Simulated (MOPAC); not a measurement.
A run for MOPAC: AM1 on FH3Si (SMILES F[SiH3]), a point of a bond scan (R = 2.409 Å).

```
AM1 1SCF PRECISE CHARGE=0 THREADS=1
FH3Si

F      1.88370159 1    -0.02955804 1    -0.29407026 1
Si    -0.49646928 1     0.00779033 1     0.07750530 1
H     -0.94494949 1     1.41511357 1     0.06667951 1
H     -0.77052837 1    -0.61593767 1     1.38810265 1
H     -1.14675391 1    -0.75426329 1    -1.00795064 1
```

The log:

```
*******************************************************************************
 **                                                                           **
 **                              MOPAC v23.2.5                                **
 **                                                                           **
 *******************************************************************************
 ** MOPAC's Digital Object Identifier: https://doi.org/10.5281/zenodo.6511958 **
 **                                                                           **
 ** Please cite the open-source release paper for use of this MOPAC version:  **
 ** J. E. Moussa and J. J. P. Stewart (2026)                                  **
 ** MOPAC: An open-source semiempirical molecular orbital program             **
 ** J. Open Source Softw., 11(119), 8025, https://doi.org/10.21105/joss.08025 **
 *******************************************************************************

                              AM1 CALCULATION RESULTS

 *******************************************************************************
 *  AM1        - The AM1 Hamiltonian to be used
 *
 *
 *
 *                 CHARGE ON SYSTEM = 0
 *
 *
 *
 *  PRECISE    - TIGHTER CRITERIA TO BE USED
 *  1SCF       - DO 1 SCF AND THEN STOP
 *  THREADS=1  - MULTI-THREADING NOT USED
 *  T=         - A TIME OF 172800.0 SECONDS REQUESTED
 *  DUMP=N     - RESTART FILE WRITTEN EVERY 7200.0 SECONDS REQUESTED
 *******************************************************************************
AM1 1SCF PRECISE CHARGE=0 THREADS=1
 FH3Si

   ATOM   CHEMICAL          X               Y               Z
  NUMBER   SYMBOL      (ANGSTROMS)     (ANGSTROMS)     (ANGSTROMS)

     1       F          1.88370159  *  -0.02955804  *  -0.29407026  *
     2      Si         -0.49646928  *   0.00779033  *   0.07750530  *
     3       H         -0.94494949  *   1.41511357  *   0.06667951  *
     4       H         -0.77052837  *  -0.61593767  *   1.38810265  *
     5       H         -1.14675391  *  -0.75426329  *  -1.00795064  *



          CARTESIAN COORDINATES

    NO.       ATOM           X           Y           Z

     1         F          1.8837     -0.0296     -0.2941
     2        Si         -0.4965      0.0078      0.0775
     3         H         -0.9449      1.4151      0.0667
     4         H         -0.7705     -0.6159      1.3881
     5         H         -1.1468     -0.7543     -1.0080

  H: (AM1): M.J.S. DEWAR ET AL, J. AM. CHEM. SOC. 107 3902-3909 (1985)
  F: (AM1): M.J.S. DEWAR AND E. G. ZOEBISCH, THEOCHEM, 180, 1 (1988).
 Si: (AM1): M.J.S.DEWAR, C. JIE, ORGANOMETALLICS, 6, 1486-1490 (1987).

           Empirical Formula: H3 F Si  =     5 atoms



      MOLECULAR POINT GROUP   :   C3v


      RHF CALCULATION, NO. OF DOUBLY OCCUPIED LEVELS = 7


 -------------------------------------------------------------------------------
 AM1 1SCF PRECISE CHARGE=0 THREADS=1
 FH3Si



     1SCF WAS SPECIFIED, SO BFGS WAS NOT USED
     SCF FIELD WAS ACHIEVED


                              AM1 CALCULATION
                                                       MOPAC v23.2.5 Linux




          FINAL HEAT OF FORMATION =          7.52419 KCAL/MOL =      31.48123 KJ/MOL


          COSMO AREA              =         93.24 SQUARE ANGSTROMS
          COSMO VOLUME            =         78.14 CUBIC ANGSTROMS

          IONIZATION POTENTIAL    =         11.900270 EV
          HOMO LUMO ENERGIES (EV) =        -11.900 -0.832
          NO. OF FILLED LEVELS    =          7
          MOLECULAR WEIGHT        =         50.1076         POINT GROUP:  C3v

          MOLECULAR DIMENSIONS (Angstroms)

            Atom       Atom       Distance
            H     4    F     1     3.19664
            H     5    H     3     2.42935
            H     3    F     1     1.89055


          SCF CALCULATIONS        =          1





   ATOM   CHEMICAL          X               Y               Z
  NUMBER   SYMBOL      (ANGSTROMS)     (ANGSTROMS)     (ANGSTROMS)

     1       F          1.88370159  *  -0.02955804  *  -0.29407026  *
     2      Si         -0.49646928  *   0.00779033  *   0.07750530  *
     3       H         -0.94494949  *   1.41511357  *   0.06667951  *
     4       H         -0.77052837  *  -0.61593767  *   1.38810265  *
     5       H         -1.14675391  *  -0.75426329  *  -1.00795064  *

                             CARTESIAN COORDINATES

   1    F        1.883701590    -0.029558040    -0.294070260
   2   Si       -0.496469280     0.007790330     0.077505300
   3    H       -0.944949490     1.415113570     0.066679510
   4    H       -0.770528370    -0.615937670     1.388102650
   5    H       -1.146753910    -0.754263290    -1.007950640


           Empirical Formula: H3 F Si  =     5 atoms



      MOLECULAR POINT GROUP   :   C3v


                  EIGENVALUES
 -42.34944 -16.26994 -13.29153 -13.29153 -11.98029 -11.98029 -11.90027  -0.83237
   0.92643   0.92643   0.97949


              NET ATOMIC CHARGES AND DIPOLE CONTRIBUTIONS

  ATOM NO.   TYPE          CHARGE      No. of ELECS.   s-Pop       p-Pop
    1          F          -0.418952        7.4190     1.98353     5.43543
    2         Si           0.890080        3.1099     0.89851     2.21141
    3          H          -0.157043        1.1570     1.15704
    4          H          -0.157043        1.1570     1.15704
    5          H          -0.157042        1.1570     1.15704
 DIPOLE           X         Y         Z       TOTAL
 POINT-CHG.    -3.754     0.059     0.586     3.800
 HYBRID         0.205    -0.003    -0.032     0.207
 SUM           -3.550     0.056     0.554     3.593


          ATOMIC ORBITAL ELECTRON POPULATIONS

     Atom    s        px        py        pz
    1  F   1.98353   1.45885   1.99475   1.98182
    2 Si   0.89851   0.57726   0.82001   0.81415
    3  H   1.15704
    4  H   1.15704
    5  H   1.15704

 **********************
 *                    *
 * JOB ENDED NORMALLY *
 *                    *
 **********************




 == MOPAC DONE ==
```

The run finished.

Cost: roughly 0.03 core-seconds.
